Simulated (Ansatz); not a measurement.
# Exact exchange and the vertical energy of the triplet above the singlet of CH6Ge (methyl germane)

CH6Ge: 8 atoms, total charge 0, spin state singlet. As SMILES, `[CH3][GeH3]`. The coordinates come from a PBE0-D4/def2-TZVP relaxation.

The vertical energy of the triplet above the singlet y, in eV, basis def2-SVPD; a is the functional's share of exact exchange. Programs: Ansatz 0.2.0.

| functional | program | a | y (eV) |
| --- | --- | --- | --- |
| revPBE | Ansatz | 0 | 7.53 |
| PBE | Ansatz | 0 | 7.48 |
| B3LYP | Ansatz | 0.2 | ? |
| PBE0 | Ansatz | 0.25 | 7.76 |
| BHLYP | Ansatz | 0.5 | 7.94 |

Fit y = c + s·a to the known rows and predict B3LYP.


1. Means of the 4 rows: a = 0.1875, y = 7.678.
2. Σ(Δa)² = 0.17188, Σ(Δa·Δy) = 0.15187, so the slope is 0.15187/0.17188 = 0.88358.
3. Intercept: 7.678 − (0.88358) × 0.1875 = 7.512. The largest residual of the fit is 0.032.
4. B3LYP: 7.512 + (0.88358) × 0.2 = 7.69 eV.

The run gave 7.71 eV, so the prediction is off by -0.02 eV, within the scatter of the fit.
